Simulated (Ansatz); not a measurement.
FeCl₂⁺. Charge 1, multiplicity 2. Geometry r2SCAN-D4/def2-TZVP, that of the neutral singlet.

```xyz
3

Fe    0.000    0.001    0.000
Cl   -0.166    0.481    1.995
Cl    0.166   -0.482   -1.994
```

At PBE-D4/def2-TZVP, r2SCAN-D4/def2-TZVP, PBE0-D4/def2-TZVP the charge 1 doublet is spin-contaminated (final ⟨S²⟩ up to 2.54, 0.75 for a pure state). The structure comes from a short search, and lower isomers may exist.

Problem. Estimate the α-spin orbital energies around the gap (eV) in Ansatz with PBE-D4/def2-TZVP, r2SCAN-D4/def2-TZVP, PBE0-D4/def2-TZVP.

Solution. 
```tsv
orbital	PBE-D4/def2-TZVP	r2SCAN-D4/def2-TZVP	PBE0-D4/def2-TZVP
HOMO−5	-15.34	-15.67	-16.80
HOMO−4	-14.62	-15.21	-16.80
HOMO−3	-14.62	-15.21	-16.67
HOMO−2	-14.59	-14.83	-16.13
HOMO−1	-14.59	-14.83	-15.46
HOMO	-14.02	-14.73	-15.46
LUMO	-12.89	-12.96	-12.25
LUMO+1	-12.89	-12.96	-12.25
LUMO+2	-6.94	-6.74	-6.24
LUMO+3	-5.65	-5.49	-4.87
LUMO+4	-5.65	-5.49	-4.87
LUMO+5	-2.84	-2.19	-2.11
β HOMO	-13.44	-14.20	-15.59
β LUMO	-12.31	-12.08	-10.57
```
